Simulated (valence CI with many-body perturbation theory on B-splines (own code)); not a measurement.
E1 transitions of Sr²³⁺

Method: configuration interaction combined with many-body perturbation theory (CI+MBPT): five valence electrons over a frozen Dirac-Fock core [Ne], a basis of 11 s, 11 p, 10 d, 8 f, 5 g, 2 h functions for each j, with the one-electron correlation potential Σ1, the two-electron term Σ2, the three-electron term Σ3, Breit, model QED; selected CI, second order for the rest, scaled by the run's own slope (own B-spline code, finite nucleus).

No measured levels were compared; by estimate levels of excited configurations hold to 0.05 to 0.15 % of their energy, terms of the ground configuration to about 0.5 %. Among the levels kept, up to 3500 cm⁻¹ of a level comes from second order outside the variational space, and about a tenth of that is noise between levels of different J, which matters for small intervals.

Lines 51 to 100 of 590 in falling wavelength, among levels below 2120200 cm⁻¹, chosen from the strongest by gf and those to the six lowest levels. Wavelengths and rates use the calculated energies, so an error of 400 cm⁻¹ moves a line at 15.59 nm by 0.062 % and its rate by three times that or more. Electric multipoles are in the length gauge with retardation, E1 and E2 with the static RPA response of the core. Weak lines are less certain than strong ones. Lines between different terms over intervals too small for the method are left out, as are lines whose strength nearly cancels. Where a level lies close to another of its J and parity, the split of strength between their lines is uncertain. The highest levels of a list are the least certain.

Names give the largest LS component (configuration and term), which can be under half, so a name can repeat, a term be missing and a line seem to break the LS rules; names also repeat where a configuration has a term twice. Letters in brackets count levels of one name in rising energy.

| λ vac (nm) | Upper | Lower | A (s⁻¹) | S (a.u.) with core polarisation | S without |
| --- | --- | --- | --- | --- | --- |
| 15.59 | 3s 3p3 3d 2G°_9/2 [a] | 3s2 3p2 3d 2F_7/2 [a] | 5.36e+09 | 1.00e-01 | 1.03e-01 |
| 15.44 | 3s2 3p2 3d 4D_5/2 | 3s2 3p3 2P°_3/2 | 2.66e+08 | 2.90e-03 | 2.98e-03 |
| 15.42 | 3s 3p3 3d 4G°_7/2 | 3s2 3p2 3d 4F_5/2 | 1.38e+10 | 2.00e-01 | 2.05e-01 |
| 15.38 | 3s2 3p2 3d 4F_3/2 | 3s2 3p3 2D°_5/2 | 1.99e+08 | 1.43e-03 | 1.47e-03 |
| 15.29 | 3s 3p4 4P_1/2 | 3s2 3p3 4S°_3/2 | 8.69e+09 | 3.07e-02 | 3.15e-02 |
| 15.23 | 3p4 3d 2G_7/2 | 3s 3p3 3d 4G°_7/2 | 4.08e+09 | 5.69e-02 | 5.85e-02 |
| 15.15 | 3s 3p3 3d 2G°_9/2 [b] | 3s2 3p2 3d 2G_9/2 | 1.67e+10 | 2.87e-01 | 2.95e-01 |
| 15.06 | 3s 3p3 3d 4G°_5/2 | 3s2 3p2 3d 4F_3/2 | 1.30e+10 | 1.32e-01 | 1.35e-01 |
| 15.03 | 3p4 3d 4D_7/2 | 3s 3p3 3d 4D°_7/2 [a] | 8.68e+09 | 1.16e-01 | 1.20e-01 |
| 15.02 | 3s2 3p2 3d 2P_1/2 [a] | 3s2 3p3 2P°_3/2 | 1.37e+10 | 4.59e-02 | 4.72e-02 |
| 14.96 | 3s 3p3 3d 4D°_7/2 [c] | 3s2 3p2 3d 4D_5/2 | 7.62e+09 | 1.01e-01 | 1.03e-01 |
| 14.84 | 3s 3p3 3d 2F°_5/2 [c] | 3s2 3p2 3d 2D_5/2 [a] | 5.38e+09 | 5.21e-02 | 5.35e-02 |
| 14.77 | 3s 3p3 3d 4D°_5/2 [b] | 3s2 3p2 3d 4D_3/2 | 4.81e+09 | 4.58e-02 | 4.70e-02 |
| 14.76 | 3p4 3d 4D_5/2 | 3s 3p3 3d 4D°_5/2 [a] | 5.41e+09 | 5.15e-02 | 5.29e-02 |
| 14.74 | 3s2 3p2 3d 2P_3/2 [a] | 3s2 3p3 2D°_5/2 | 1.07e+10 | 6.79e-02 | 6.98e-02 |
| 14.71 | 3s2 3p2 3d 4F_5/2 | 3s2 3p3 2D°_5/2 | 8.08e+08 | 7.61e-03 | 7.82e-03 |
| 14.71 | 3s 3p3 3d 2G°_7/2 [b] | 3s2 3p2 3d 2G_7/2 | 1.74e+10 | 2.18e-01 | 2.24e-01 |
| 14.61 | 3s 3p3 3d 2G°_9/2 [b] | 3s2 3p2 3d 2F_7/2 [b] | 1.23e+10 | 1.89e-01 | 1.94e-01 |
| 14.61 | 3s2 3p2 3d 4F_3/2 | 3s2 3p3 2D°_3/2 | 3.99e+09 | 2.46e-02 | 2.52e-02 |
| 14.61 | 3s 3p3 3d 2F°_5/2 [e] | 3s2 3p2 3d 2D_5/2 [b] | 7.84e+09 | 7.24e-02 | 7.43e-02 |
| 14.54 | 3s 3p3 3d 4D°_5/2 [e] | 3s2 3p2 3d 2F_7/2 [b] | 4.60e+09 | 4.19e-02 | 4.31e-02 |
| 14.54 | 3s 3p3 3d 2D°_3/2 [c] | 3s2 3p2 3d 2D_3/2 [a] | 6.71e+09 | 4.07e-02 | 4.18e-02 |
| 14.46 | 3s 3p3 3d 4F°_9/2 [b] | 3s2 3p2 3d 4F_9/2 | 1.24e+10 | 1.85e-01 | 1.90e-01 |
| 14.45 | 3s2 3p2 3d 4D_1/2 | 3s2 3p3 2P°_1/2 | 4.48e+09 | 1.33e-02 | 1.37e-02 |
| 14.45 | 3s 3p3 3d 2D°_5/2 [a] | 3s2 3p2 3d 4F_5/2 | 6.68e+09 | 5.96e-02 | 6.12e-02 |
| 14.42 | 3s 3p3 3d 4D°_5/2 [e] | 3s2 3p2 3d 4P_3/2 | 8.77e+09 | 7.79e-02 | 8.00e-02 |
| 14.41 | 3s 3p3 3d 2P°_1/2 [b] | 3s2 3p2 3d 4P_1/2 | 1.35e+10 | 3.99e-02 | 4.10e-02 |
| 14.41 | 3s 3p3 3d 4D°_3/2 [d] | 3s2 3p2 3d 4P_3/2 | 1.00e+10 | 5.92e-02 | 6.07e-02 |
| 14.39 | 3s 3p3 3d 4D°_7/2 [b] | 3s2 3p2 3d 4F_7/2 | 4.45e+09 | 5.23e-02 | 5.37e-02 |
| 14.34 | 3s 3p3 3d 4D°_7/2 [e] | 3s2 3p2 3d 4P_5/2 | 8.75e+09 | 1.02e-01 | 1.05e-01 |
| 14.32 | 3s 3p3 3d 2P°_3/2 [d] | 3s2 3p2 3d 2P_3/2 [b] | 6.90e+09 | 4.00e-02 | 4.11e-02 |
| 14.28 | 3s 3p3 3d 2F°_7/2 [d] | 3s2 3p2 3d 2D_5/2 [c] | 1.19e+10 | 1.36e-01 | 1.40e-01 |
| 14.26 | 3s 3p3 3d 6D°_3/2 | 3s 3p4 4P_5/2 | 5.20e+08 | 2.97e-03 | 3.04e-03 |
| 14.23 | 3s 3p3 3d 6D°_5/2 | 3s 3p4 4P_5/2 | 7.00e+08 | 5.97e-03 | 6.11e-03 |
| 14.20 | 3s 3p3 3d 2F°_5/2 [c] | 3s2 3p2 3d 2D_3/2 [a] | 1.12e+10 | 9.47e-02 | 9.72e-02 |
| 14.19 | 3s 3p3 3d 2D°_3/2 [a] | 3s2 3p2 3d 2F_5/2 | 9.36e+09 | 5.27e-02 | 5.41e-02 |
| 14.17 | 3s 3p3 3d 4P°_3/2 [a] | 3s2 3p2 3d 4F_5/2 | 1.38e+10 | 7.74e-02 | 7.95e-02 |
| 14.15 | 3s 3p3 3d 6D°_7/2 | 3s 3p4 4P_5/2 | 1.52e+08 | 1.70e-03 | 1.73e-03 |
| 14.15 | 3s 3p3 3d 2D°_5/2 [d] | 3s2 3p2 3d 2D_5/2 [c] | 1.38e+10 | 1.16e-01 | 1.19e-01 |
| 14.13 | 3p4 3d 4F_9/2 | 3s 3p3 3d 4D°_7/2 [a] | 5.76e+09 | 8.02e-02 | 8.22e-02 |
| 14.13 | 3s 3p4 2P_3/2 | 3s2 3p3 2P°_3/2 | 1.72e+09 | 9.59e-03 | 9.86e-03 |
| 14.11 | 3s2 3p2 3d 4D_3/2 | 3s2 3p3 2P°_1/2 | 7.94e+08 | 4.40e-03 | 4.53e-03 |
| 14.11 | 3s 3p3 3d 4D°_5/2 [e] | 3s2 3p2 3d 4P_5/2 | 1.37e+10 | 1.14e-01 | 1.17e-01 |
| 14.07 | 3s 3p3 3d 4D°_1/2 [d] | 3s2 3p2 3d 4P_1/2 | 1.61e+10 | 4.44e-02 | 4.56e-02 |
| 14.07 | 3s 3p3 3d 4D°_7/2 [b] | 3s2 3p2 3d 2F_5/2 | 6.05e+09 | 6.66e-02 | 6.83e-02 |
| 14.03 | 3s2 3p2 3d 2P_3/2 [a] | 3s2 3p3 2D°_3/2 | 4.12e+08 | 2.25e-03 | 2.31e-03 |
| 14.02 | 3s 3p3 3d 4F°_3/2 [b] | 3s2 3p2 3d 4D_1/2 | 1.08e+10 | 5.88e-02 | 6.03e-02 |
| 14.02 | 3s 3p3 3d 4P°_5/2 [b] | 3s2 3p2 3d 2F_7/2 [a] | 1.81e+10 | 1.48e-01 | 1.52e-01 |
| 14.02 | 3s 3p3 3d 2F°_5/2 [d] | 3s2 3p2 3d 2D_5/2 [a] | 1.04e+10 | 8.47e-02 | 8.70e-02 |
| 14.01 | 3s 3p3 3d 4D°_7/2 [e] | 3s2 3p2 3d 2G_7/2 | 4.55e+09 | 4.95e-02 | 5.08e-02 |
